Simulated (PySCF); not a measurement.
Electron correlation in Si⁺ (silicon, charge +1)

[Ne] 3s2 3p1, 2P determinant. All numbers are calculated (PySCF 2.14, no relativity, point nucleus, in def2-SVP (4s3p1d, 18 functions)). Frozen: [Ne]; 3 electrons correlated.

MP2 pair energies summed by pair of shells (mhartree):

```csv
pair,energy,share (%)
3s-3s,-20.78,59.0
3s-3p,-14.45,41.0
```

Total MP2 correlation energy: -35.22 mhartree.

Same-spin part -2.15 and opposite-spin part -33.08 mhartree; SCS-MP2 scales them by 1/3 and 6/5 to -40.41 mhartree.

```csv
level,correlation energy (mhartree)
CCSD,-53.01
(T),-0.66
CCSD(T),-53.67
```

Diagnostics: T1 = 0.012, D1 = 0.0255, largest double amplitude 0.112.

Cost of the coupled-cluster step: 0.07 s of wall time on 1 thread of Intel(R) Xeon(R) Platinum 8375C CPU @ 2.90GHz (shared host), for 3 correlated electrons.

Iterations:

```
CC2 = 0
CCSD nocc = (np.int64(2), np.int64(1)), nmo = (13, 13)
frozen orbitals [[0, 1, 2, 3, 4], [0, 1, 2, 3, 4]]
max_cycle = 100
direct = 0
conv_tol = 1e-08
conv_tol_normt = 1e-06
diis_space = 8
diis_start_cycle = 0
Init t2, MP2 energy = -0.0352241820579064
Init E_corr(UCCSD) = -0.0352241820582277
cycle = 1  E_corr(UCCSD) = -0.0463872022333216  dE = -0.0111630202  norm(t1,t2) = 0.0551284
cycle = 2  E_corr(UCCSD) = -0.0502784180339133  dE = -0.0038912158  norm(t1,t2) = 0.0233727
cycle = 3  E_corr(UCCSD) = -0.0530141483996471  dE = -0.00273573037  norm(t1,t2) = 0.0108049
cycle = 4  E_corr(UCCSD) = -0.0529950516568998  dE = 1.90967427e-05  norm(t1,t2) = 0.00132257
cycle = 5  E_corr(UCCSD) = -0.0530164477871485  dE = -2.13961302e-05  norm(t1,t2) = 0.000170729
cycle = 6  E_corr(UCCSD) = -0.0530092116046909  dE = 7.23618246e-06  norm(t1,t2) = 2.97933e-05
cycle = 7  E_corr(UCCSD) = -0.0530117877471168  dE = -2.57614243e-06  norm(t1,t2) = 8.44398e-06
cycle = 8  E_corr(UCCSD) = -0.0530111862852189  dE = 6.01461898e-07  norm(t1,t2) = 2.07549e-06
cycle = 9  E_corr(UCCSD) = -0.0530112375756137  dE = -5.12903949e-08  norm(t1,t2) = 2.39429e-07
cycle = 10  E_corr(UCCSD) = -0.0530112323798958  dE = 5.19571797e-09  norm(t1,t2) = 3.4585e-08
UCCSD converged
E(UCCSD) = -288.5251819004298  E_corr = -0.05301123237989575
UCCSD(T) correction = -0.00066168448643609
```
